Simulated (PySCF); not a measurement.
## GdP: frontier orbitals

PBE at R = 2.341 Å; basis Gd x2c-SVPall, P x2c-SVPall; spin-free X2C with a Gaussian nucleus; PySCF 2.14. State: octet, about 7.3 electrons in the 4f shell (Mulliken). Only the outer orbitals are listed, counted within each symmetry.

```json
{"spin": "α", "orbital": "17σ", "occ.": "1", "ε (eV)": "-4.26", "on Gd (%)": "56", "main shells (%)": "43 Gd s, 41 P p"}
{"spin": "α", "orbital": "9π", "occ.": "1", "ε (eV)": "-4.04", "on Gd (%)": "44", "main shells (%)": "55 P p, 41 Gd d"}
{"spin": "α", "orbital": "9π", "occ.": "1", "ε (eV)": "-4.04", "on Gd (%)": "44", "main shells (%)": "55 P p, 41 Gd d"}
{"spin": "α", "orbital": "18σ", "occ.": "0", "ε (eV)": "-3.18", "on Gd (%)": "82", "main shells (%)": "42 Gd s, 37 Gd d, 16 P p"}
{"spin": "α", "orbital": "4δ", "occ.": "0", "ε (eV)": "-2.08", "on Gd (%)": "100", "main shells (%)": "100 Gd d"}
{"spin": "α", "orbital": "4δ", "occ.": "0", "ε (eV)": "-2.08", "on Gd (%)": "100", "main shells (%)": "100 Gd d"}
{"spin": "β", "orbital": "16σ", "occ.": "1", "ε (eV)": "-4.16", "on Gd (%)": "40", "main shells (%)": "57 P p, 20 Gd s, 9 Gd d"}
{"spin": "β", "orbital": "8π", "occ.": "1", "ε (eV)": "-4.00", "on Gd (%)": "38", "main shells (%)": "62 P p, 22 Gd d, 12 Gd f"}
{"spin": "β", "orbital": "8π", "occ.": "1", "ε (eV)": "-4.00", "on Gd (%)": "38", "main shells (%)": "62 P p, 22 Gd d, 12 Gd f"}
{"spin": "β", "orbital": "1φ", "occ.": "0", "ε (eV)": "-3.31", "on Gd (%)": "100", "main shells (%)": "100 Gd f"}
{"spin": "β", "orbital": "1φ", "occ.": "0", "ε (eV)": "-3.31", "on Gd (%)": "100", "main shells (%)": "100 Gd f"}
{"spin": "β", "orbital": "3δ", "occ.": "0", "ε (eV)": "-3.01", "on Gd (%)": "100", "main shells (%)": "100 Gd f"}
```

Q: Which are the highest filled and the lowest empty level, where do they sit, and how wide is the gap?

A: Highest filled β 8π at -4.00 eV (in %: 62 P p, 22 Gd d, 12 Gd f); lowest empty β 1φ at -3.31 eV (in %: 100 Gd f); the gap at PBE is 0.69 eV.

* bond order (Mayer): 3.12
* ⟨S²⟩: 15.839
* charge on Gd (Mulliken, basis-dependent): 0.21
* charge on Gd (Löwdin, basis-dependent): -0.06
* dipole moment (positive dipole means Gd(−)P(+)): -6.06 D
* polarisability along the bond: 158.2 bohr³
* polarisability across the bond: 73.2 bohr³

Spin–orbit coupling is left out. The state is the lowest single determinant that the PBE0 search found; with open d or f shells the true ground state can be another one.
